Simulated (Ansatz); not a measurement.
Molecule: C$_{4}$H$_{12}$Ge, net charge 0, singlet state. SMILES: [CH3][Ge]([CH3])([CH3])[CH3]
Geometry: optimised at B3LYP-D3(BJ)/def2-TZVP (Ansatz, a first-principles code).

Computed values are from Ansatz. Correlated levels leave the core frozen unless marked. Open shells are spin-unrestricted. No spin-orbit coupling. The frozen core is the preceding noble-gas configuration, with the filled d and f shells of earlier blocks. No relativistic terms. CBS marks a two-point X^-3 extrapolation of the correlation energy; Hartree-Fock from the larger set.

### Question
What is the T1 diagnostic at CCSD/cc-pVQZ?

### Answer
0.009.

### Question
What is the dipole moment at CCSD(T)/aug-cc-pVDZ?

### Answer
0.00 D.

### Question
What is the atomisation energy De at CCSD(T)/CBS(cc-pVTZ,cc-pVQZ)?

### Answer
1500.8 kcal/mol.

### Question
What is the total energy at CCSD(T)/CBS(cc-pVTZ,cc-pVQZ)?

### Answer
-2234.9836 Eh.
